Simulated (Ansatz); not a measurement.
| atom | x (Å) | y (Å) | z (Å) |
| --- | --- | --- | --- |
| Li | 0.0000 | 0.0000 | 0.0000 |
| B | 0.0000 | 0.0000 | 3.8160 |

Basis set: pcseg-2 (spherical functions). Charge 0, multiplicity 3.

Computed with Ansatz (development build ahead of 0.2.0); each method stands on the lowest determinant of its kind that the runs found. Restricted functionals stand beside restricted open-shell atoms, which can lie above the unrestricted atoms usual in DFT and then raise those values.

Give the atomization energy at this shape (free ground-state atoms in the same class of orbitals less the molecule, no zero-point energy) of triplet LiB by PBE0 (restricted open-shell), ROHF.

| method | atomization energy |
| --- | --- |
| PBE0 (restricted open-shell) | 0.26 eV |
| ROHF | 0.01 eV |

The shape needn't be a minimum at these levels.
